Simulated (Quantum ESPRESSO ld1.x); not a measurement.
The numbers below are computed, except where a source is named.
Question: The table gives one normalised radial function P(r) = r R(r) (large component) of Er+ in [Ar] 3d10 4s1 4p6 4d10 4f12 5s2 5p6 6s2 (r in bohr). Code: ld1.x of Quantum ESPRESSO 7.5. Model: Dirac Kohn-Sham, PW91, spin-unpolarised, spherical densities, point nucleus; open shells fill j = l - 1/2 first.

| r | P |
|---|---|
| 0.003375 | 0.0005 |
| 0.005324 | 0.0015 |
| 0.008468 | 0.0048 |
| 0.01336 | 0.0152 |
| 0.02108 | 0.0464 |
| 0.03326 | 0.1313 |
| 0.05247 | 0.3246 |
| 0.08279 | 0.6398 |
| 0.1306 | 0.8464 |
| 0.2061 | 0.3858 |
| 0.3251 | -0.8118 |
| 0.513 | -1.4693 |
| 0.8094 | -0.8928 |
| 1.287 | -0.2077 |
| 2.031 | -0.0156 |
| 3.204 | -0.0002 |
| 5.056 | 0.0000 |
| 7.976 | 0.0000 |

Which n and l does it have? It may be an empty orbital.

Answer: n = 4, l = 2: the number of nodes gives n - l - 1 = 1, the rise at small r points to l (for j = l - 1/2 the large component starts as r^gamma with gamma = sqrt(l^2 - (Z/c)^2) = 1.94 and the r^(l+1) term takes over further out; the orbital of l - 1 with the same j starts with the same power, but with a larger coefficient, and does not steepen), and the extent must fit the shell. The curve is that of 4d3/2; the two j differ most near the nucleus, where j = l - 1/2 has the larger amplitude, and in heavy atoms j = l - 1/2 is also the more compact. 4d3/2: eigenvalue -187.93 eV, 1 radial node at r = 0.243 bohr, <r> = 0.574 bohr, 90 % of the charge inside 0.862 bohr.
